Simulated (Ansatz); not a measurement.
C2H5B, SMILES `B1CC1` (charge 0, multiplicity 1).

Computed with r2SCAN/cc-pVTZ // B3LYP-D3(BJ)/def2-TZVP run with Ansatz (a quantum-chemistry and plane-wave program).

Ansatz 0.2 input:
```yaml
crystal:
  periodic: [false, false, false]
  atoms:
    - { symbol: B, position_ang: [0.728165, 0.690872, -0.024083] }
    - { symbol: C, position_ang: [-0.755624, 0.34994, 0.037042] }
    - { symbol: C, position_ang: [0.308731, -0.773946, -0.022229] }
    - { symbol: H, position_ang: [1.58404, 1.502926, -0.052531] }
    - { symbol: H, position_ang: [-1.383978, 0.495088, -0.836464] }
    - { symbol: H, position_ang: [-1.305184, 0.474764, 0.965104] }
    - { symbol: H, position_ang: [0.451294, -1.379923, 0.867364] }
    - { symbol: H, position_ang: [0.372555, -1.359721, -0.934204] }
basis:
  gaussian: { orbitals: cc-pVTZ }
hamiltonian:
  xc: r2scan
```

Output:

```
Functional definition: r2SCAN
840 factors; their error is unknown
mean field evaluation 1: about -2819.9891 eV, gradient 6.2e1 eV
mean field evaluation 2: about -2810.0557 eV, gradient 8.5e1 eV
mean field evaluation 4: about -2829.1548 eV, gradient 1.7e0 eV
mean field evaluation 8: about -2829.1678 eV, gradient 2.2e-2 eV
mean field evaluation 16: about -2829.1459 eV, gradient 6.7e-6 eV
mean field -2829.14588260 eV, -103.9691935216 hartree, gradient 6.8e-6 eV, S^2 0.000000; 0 other end points of the search recorded, 0 dependent functions left out
reference -2829.14589296 eV, -103.9691939025 hartree; 11, 11 occupied and 149, 149 virtual orbitals, 840 factors
Total energy: -2829.14589296 eV, -103.9691939025 hartree
```
